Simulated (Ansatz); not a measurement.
System: CH$_{2}$Br (charge 0, doublet). It need not be the lowest isomer of its formula. 
Geometry from a B3LYP-D3(BJ)/def2-TZVP (Ansatz, an electronic-structure program) optimisation:
```
C
H 1 1.0763
H 1 1.0763 2 124.53
Br 1 1.8555 2 117.73 3 180.00
```
Charge 0, spin multiplicity 2.

Quantity: atomisation energy (electronic, to ground-state atoms), in kJ/mol. Cores are frozen in the correlated levels unless marked. Open shells are spin-unrestricted. Spin-orbit coupling is left out. The frozen core is the preceding noble-gas configuration, with the filled d and f shells of earlier blocks. Non-relativistic. The coupled-cluster limit lacks core correlation, which all-electron functionals hold. CBS(X,Y): correlation extrapolated as X^-3; Hartree-Fock from the larger set.

| level | program | atomisation energy (kJ/mol) | minus last row |
|---|---|---|---|
| HF/STO-3G | Ansatz | 1065.3 | -87.0 |
| revPBE-D4/def2-TZVPD | Ansatz + dftd4 | 1166.5 | 14.2 |
| MP2/def2-QZVPP | Ansatz | 1149.1 | -3.2 |
| SCS-MP2/def2-QZVPP | Ansatz | 1141.0 | -11.3 |
| CCSD/def2-SVP | Ansatz | 1074.4 | -77.9 |
| CCSD(T)/STO-3G | Ansatz | 1186.4 | 34.1 |
| CCSD(T)/CBS(cc-pVTZ,cc-pVQZ) | Ansatz | 1152.3 | 0.0 |
